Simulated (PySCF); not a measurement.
Job file and geometry (Å, from GFN2-xTB) of an NMR shielding run on SMILES B([C@H](BOB)C#CC)(F)F, C$_{4}$H$_{7}$B$_{3}$F$_{2}$O, GIAO PBE0/pcSseg-1 NMR shielding, non-relativistic, gas phase in PySCF 2.14.0, density-fitted response routines; density fitting, a coarse starting grid and PySCF grid level 2 are the driver's defaults:

```
$ OMP_NUM_THREADS=1 python probes_run.py task.json out

{"job": {"kind": "nmr", "xc": "PBE0", "basis": "pcSseg-1"}, "charge": 0, "multiplicity": 1}
B      3.553321    -1.218320     0.459868
O      2.357159    -0.988742     0.007331
B      1.157103    -0.711065    -0.385996
C      0.199753     0.211601     0.560112
C     -1.194226     0.147799     0.158051
C     -2.343521     0.103105    -0.178461
C     -3.734465     0.042111    -0.575247
B      0.806796     1.661601     0.523767
F      0.387313     2.634202    -0.261365
F      1.863119     1.991588     1.250588
H      3.738112    -2.161461     1.142624
H      4.432012    -0.492222     0.163703
H      0.753708    -1.110577    -1.416852
H      0.296140    -0.181004     1.578994
H     -3.971647     0.886705    -1.221230
H     -4.376974     0.080153     0.304069
H     -3.930701    -0.883445    -1.115945
```

Problem. Write the output of this run.

Solution. 
```
coarse grid: 15200 points
cycle   1  E = -505.4100083353  dE =  1.379e+00  |g| = 8.604e-01  |ddm| = 4.192e+00
cycle   2  E = -505.2813979926  dE =  1.286e-01  |g| = 1.252e+00  |ddm| = 1.482e+00
cycle   3  E = -505.5383153917  dE = -2.569e-01  |g| = 1.429e-01  |ddm| = 8.227e-01
cycle   4  E = -505.5420318662  dE = -3.716e-03  |g| = 6.005e-02  |ddm| = 1.537e-01
cycle   5  E = -505.5426046404  dE = -5.728e-04  |g| = 2.928e-02  |ddm| = 5.635e-02
cycle   6  E = -505.5428034939  dE = -1.989e-04  |g| = 6.761e-03  |ddm| = 2.689e-02
cycle   7  E = -505.5428120561  dE = -8.562e-06  |g| = 2.253e-03  |ddm| = 5.860e-03
final grid: 150480 points
cycle   8  E = -505.6199877668  dE = -7.579e-05  |g| = 1.242e-02  |ddm| = 4.709e-02
cycle   9  E = -505.6199559301  dE =  3.184e-05  |g| = 1.867e-02  |ddm| = 1.695e-02
cycle  10  E = -505.6200151453  dE = -5.922e-05  |g| = 1.538e-03  |ddm| = 1.032e-02
cycle  11  E = -505.6200156593  dE = -5.140e-07  |g| = 4.263e-04  |ddm| = 1.492e-03
cycle  12  E = -505.6200156867  dE = -2.744e-08  |g| = 2.433e-04  |ddm| = 4.527e-04
cycle  13  E = -505.6200156994  dE = -1.269e-08  |g| = 7.291e-05  |ddm| = 2.202e-04
cycle  14  E = -505.6200157007  dE = -1.229e-09  |g| = 1.459e-05  |ddm| = 6.295e-05
cycle  15  E = -505.6200157007  dE = -3.740e-11  |g| = 4.174e-06  |ddm| = 1.485e-05
converged SCF energy = -505.6200157007

GIAO shielding tensors (ppm)
atom      isotropic    diamagn.    paramagn.     s11        s22        s33       span
  0 B       59.418     194.566    -135.148      9.794     57.019    111.441    101.647
  1 O       13.685     389.014    -375.329   -122.737     63.266    100.524    223.261
  2 B       58.604     197.513    -138.909     17.563     59.272     98.975     81.412
  3 C      164.221     262.545     -98.324    147.407    165.402    179.855     32.449
  4 C      106.823     260.333    -153.511     21.569     24.636    274.263    252.693
  5 C      104.283     269.243    -164.960     17.258     22.960    272.630    255.372
  6 C      182.090     254.046     -71.957    174.630    174.864    196.775     22.146
  7 B       73.729     194.372    -120.644     50.028     80.935     90.223     40.195
  8 F      236.976     469.257    -232.281     56.016    284.289    370.622    314.606
  9 F      241.511     467.284    -225.773     72.924    292.258    359.350    286.427
 10 H       26.338      29.563      -3.225     25.634     26.322     27.057      1.423
 11 H       26.340      29.498      -3.157     25.573     26.023     27.425      1.852
 12 H       26.026      30.630      -4.604     24.224     24.639     29.214      4.990
 13 H       29.462      32.890      -3.428     24.127     30.446     33.814      9.687
 14 H       29.645      29.019       0.625     24.397     28.109     36.429     12.032
 15 H       29.718      27.762       1.957     24.531     27.931     36.692     12.161
 16 H       29.672      29.663       0.009     24.379     27.990     36.648     12.269
```

Size and cost of the density-fitted run: 205 basis functions, 46 s wall time on 1 thread of an Intel Xeon Platinum 8488C, shared host; peak memory 0.91 GiB.
